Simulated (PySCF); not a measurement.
C$_{4}$H$_{4}$S, charge +1, doublet (typed; the unrestricted solution is spin-contaminated), at a GFN2-xTB geometry (a state made from the parent by changing its charge; the spin is typed, not shown lowest). Base run: HF/def2-SV(P) in PySCF.

Input for PySCF:
```python
from pyscf import gto, scf

mol = gto.Mole()
mol.atom = '''
    C     0.370399   -1.391271    0.160369
    C    -1.004495   -1.070424    0.213372
    C    -1.230568    0.253898    0.051892
    S     0.313475    1.156049   -0.176609
    C     1.182588   -0.261496   -0.047527
    H     0.764030   -2.390015    0.266578
    H    -1.779845   -1.802350    0.365446
    H    -2.164057    0.787291    0.045643
    H     2.256731   -0.275940   -0.120553
'''
mol.basis = 'def2-sv(p)'
mol.charge = 1
mol.spin = 1
mol.verbose = 4
mol.symmetry = True
mol.build()

mf = scf.UHF(mol)
mf.kernel()
mf.analyze()
```

Variants of this job, named by their change:

```json
[
 {"change": "base", "ΔE vs base (mEh)": "0.000", "point group used": "Cs", "SCF cycles": "21"},
 {"change": "irrep_nelec = A':(19, 18) A\":(3, 3)", "ΔE vs base (mEh)": "265.9", "point group used": "Cs", "SCF cycles": "32"},
 {"change": "irrep_nelec = A':(17, 18) A\":(5, 3)", "ΔE vs base (mEh)": "237.6", "point group used": "Cs", "SCF cycles": "19"},
 {"change": "symmetry = off", "ΔE vs base (mEh)": "0.000", "point group used": "C1", "SCF cycles": "21"}
]
```

Open shells are given as the SCF converged; they aren't shown to be the lowest states, and a large step between rows can be another state.
